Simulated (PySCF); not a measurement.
# Variants of one PySCF input: CdSb

Base input, run as `python input.py` with PySCF 2.14:

```python
from pyscf import gto, scf, mp

mol = gto.M(
    atom='Cd 0 0 0; Sb 0 0 2.765',
    basis='sbkjc',
    ecp={'Cd': 'sbkjc', 'Sb': 'sbkjc'},
    charge=0,
    spin=3,
    symmetry=True,
    verbose=4,
)
mf = scf.UHF(mol)
mf.kernel()
mp.MP2(mf).kernel()
mf.dip_moment()
print('orbital energies (hartree):', [e[max(0, n-3):n+3].round(4) for e, n in zip(mf.mo_energy, mol.nelec)])
```

Base result: E(SCF) = -171.297742 Eh, 15 cycles, E(MP2) − E(SCF) = -0.20990 Eh, ⟨S²⟩ = 3.793, μz(SCF) = -1.23 D. The bond length is a typed value, not an optimised one. No search for the lowest solution was made.

Wall time 0.71 s on one thread of a shared host.

Each row names what differs from the base; energies in brackets are changes from the base.

```tsv
change	result
basis set: sbkjc → cc-pvtz-f13; core potential: on → off [unsound on purpose]	stops with BasisNotFoundError (cc-pvtz-f13)
geometry: bond 2.765 → bond 3.097	E(SCF) = -171.305040 Eh (-0.1986 eV), E(MP2) − E(SCF) = -0.20733 Eh, ⟨S²⟩ = 3.826, μz(SCF) = -0.85 D
geometry: bond 2.765 → bond 8.295	E(SCF) = -171.312252 Eh (-0.3948 eV), E(MP2) − E(SCF) = -0.20515 Eh, ⟨S²⟩ = 3.750, μz(SCF) = 0.00 D
initial guess: minao → core (no such guess here, so PySCF falls back to its default)	E(SCF) = -171.297742 Eh (+0.0000 eV), 15 cycles, E(MP2) − E(SCF) = -0.20990 Eh, ⟨S²⟩ = 3.793, μz(SCF) = -1.23 D
geometry: bond 2.765 → bond 4.147	E(SCF) = -171.310599 Eh (-0.3499 eV), 15 cycles, E(MP2) − E(SCF) = -0.20629 Eh, ⟨S²⟩ = 3.766, μz(SCF) = 0.00 D
step after the SCF: mp2 → stability; point-group symmetry: on → off	E(SCF) = -171.297742 Eh (+0.0000 eV), 15 cycles, ⟨S²⟩ = 3.793, μz(SCF) = -1.23 D, internal stable; real -> complex stable; UHF/UKS -> GHF/GKS stable
functional: none (Hartree–Fock) → mn15; SCF type: UHF → UKS; step after the SCF: mp2 → analyze	E(SCF) = -171.873507 Eh, 13 cycles, ⟨S²⟩ = 3.755, μz(SCF) = -0.65 D
geometry: bond 2.765 → bond 0 [unsound on purpose]	stops with AssertionError
spin (2S): 3 → 1	E(SCF) = -171.152467 Eh (+3.9532 eV), E(MP2) − E(SCF) = -0.21525 Eh, ⟨S²⟩ = 0.958, μz(SCF) = -5.68 D
step after the SCF: mp2 → nevpt2; SCF type: UHF → ROHF; active space: default → 9 electrons in 8 orbitals	stops with PointGroupSymmetryError (Incomplete 2D-irrep orbitals for cylindrical symmetry.) after the SCF
spin (2S): 3 → 7 [a high spin state]	E(SCF) = -170.808054 Eh (+13.3251 eV), 14 cycles, E(MP2) − E(SCF) = -0.18802 Eh, ⟨S²⟩ = 15.755, μz(SCF) = 12.74 D
charge: 0 → 1; spin (2S): 3 → 4 [another spin of the ion may lie lower] [a high spin state]	E(SCF) = -171.026532 Eh (+7.3800 eV), 13 cycles, E(MP2) − E(SCF) = -0.18677 Eh, ⟨S²⟩ = 6.003
initial guess: minao → mod_huckel	stops with UnboundLocalError (cannot access local variable 'elumoa' where it is not associated with a value)
basis set: sbkjc → minao; core potential: on → off	stops with ValueError (Not enough orbitals for (51, 48) electrons in irreps A1 E1x E1y E2x E2y (irrep_norb: 23))
length unit: angstrom → bohr [unsound on purpose]	E(SCF) = -169.870568 Eh (+38.8354 eV), 13 cycles, E(MP2) − E(SCF) = -0.21959 Eh, ⟨S²⟩ = 3.757, μz(SCF) = 1.08 D
electric field along z (a.u.): none → 0.05; point-group symmetry: on → off [may be another electronic state]	E(SCF) = -171.476170 Eh (-4.8553 eV), E(MP2) − E(SCF) = -0.21623 Eh, ⟨S²⟩ = 3.766, μz(SCF) = 19.21 D
geometry: bond 2.765 → bond 5.53	E(SCF) = -171.312184 Eh (-0.3930 eV), E(MP2) − E(SCF) = -0.20544 Eh, ⟨S²⟩ = 3.750, μz(SCF) = 0.00 D
spin (2S): 3 → 4 [unsound on purpose]	stops with RuntimeError (Electron number 25 and spin 4 are not consistent)
```

Q: Order these changes by how far they move the SCF energy from the base, largest first: (1) electric field along z (a.u.): none → 0.05; point-group symmetry: on → off; (2) geometry: bond 2.765 → bond 4.147; (3) geometry: bond 2.765 → bond 5.53; (4) geometry: bond 2.765 → bond 8.295.

A: (1) -4.8553 eV, (4) -0.3948 eV, (3) -0.3930 eV, (2) -0.3499 eV.
